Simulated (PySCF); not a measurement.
Vertical excitation energies

Compound: C₅H₁₀N₂.
SMILES with atom numbers: `[NH2:1][CH2:2][C:3]1=[CH:4][CH2:5][NH:6][CH2:7]1` (hydrogens: H8, H9 on N1; H10, H11 on C2; H12 on C4; H13, H14 on C5; H15 on N6; H16, H17 on C7)

Level of theory: PySCF, TDDFT PBE0/def2-SVPD, vertical, gas phase, core orbitals frozen in the response. One conformer (not necessarily the lowest) at the GFN2-xTB geometry, without solvent, vibrations or thermal averaging.

```csv
state,E (eV),E (kJ/mol),λ (nm),f,"main configurations (H = HOMO, L = LUMO)"
S1,5.65,545,219.4,0.0064,"H→L (81%), H→L+1 (16%)"
S2,5.87,566,211.3,0.013,"H→L+1 (73%), H→L (14%)"
S3,6.27,605,197.8,0.014,"H-1→L+1 (53%), H-1→L (22%), H→L+2 (12%)"
S4,6.38,616,194.3,0.0015,"H→L+2 (33%), H-2→L (23%), H-1→L+1 (16%)"
S5,6.44,621,192.5,0.018,"H-2→L (35%), H-1→L (30%), H-2→L+1 (23%)"
S6,6.74,650,184.0,0.0024,H→L+3 (90%)
```

Triplets (Tamm–Dancoff): T1 4.36 eV, H-1→L (53%), H-1→L+1 (22%), H-2→L (10%); T2 5.50 eV, H→L (76%), H→L+1 (15%).

The lowest singlet comes at 219 nm (545 kJ/mol) in the ultraviolet; it is weak; its leading configuration is HOMO→LUMO (81%). The most intense listed level is S5 at 6.44 eV (193 nm, f = 0.018), 0.79 eV above S1. Löwdin shares by element: HOMO nitrogen 58%, carbon 16% or more (atoms not listed hold the other 26%); LUMO carbon 55% or more, hydrogen 7% or more (atoms not listed hold the other 38%). Orbital energies (eV): HOMO-3 -10.00, HOMO-2 -7.27, HOMO-1 -6.93, HOMO -6.46, LUMO 0.52, LUMO+1 0.59, LUMO+2 1.17. Of the 6 states listed, 3 reach f = 0.01 and none stays under 0.0005. The listed states span 1.09 eV, and the widest gap between neighbours is 0.40 eV (S2 to S3). The window holds the lowest 6 singlets.
